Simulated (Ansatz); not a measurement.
Reaction (isomerisation): `CCB(N)O` → `COBCN`

Gas-phase electronic energies from Ansatz, PBE0-D4/def2-TZVP geometries. CCSD(T)/CBS adds triple-zeta CCSD(T) − MP2 to the extrapolated MP2 energy (def2 sets, frozen cores). DFT in def2-TZVPP. B3LYP here is the variant with VWN-RPA as its local correlation; programs differ in this. One conformer a species, not always the lowest.

```csv
level,ΔE (kJ/mol)
PBE0-D4,235.1
ωB97X-V,228.2
ωB97M-V,235.1
B3LYP,226.7
SCS-MP2/def2-QZVPP,236.5
HF/CBS(def2),224.4
MP2/CBS(def2),247.2
CCSD/CBS(def2),237.0
```

Problem. What does CCSD(T)/CBS give? (Estimate.)

Solution. The calculation gave: +237.3 kJ/mol. The listed levels differ from it by -2.2, -9.1, -2.2, -10.6, -0.8, -12.9, 9.9, -0.3 kJ/mol.

Largest T1 diagnostic among the species: 0.012.

The D4 term adds +3.1 kJ/mol with B3LYP and +1.7 kJ/mol with PBE0; it sums over pairs of atoms, weighted by their polarisabilities, and B3LYP, whose exchange is more repulsive, gets the larger term. From PBE to PBE0 (25 % exact exchange), in def2-TZVPP and without D4, ΔE moves by +5.4 kJ/mol. In def2-TZVPP, CCSD(T) changes the Hartree–Fock value by +9.9 kJ/mol (the triples alone add +0.3 kJ/mol) and MP2 by +19.8 kJ/mol.
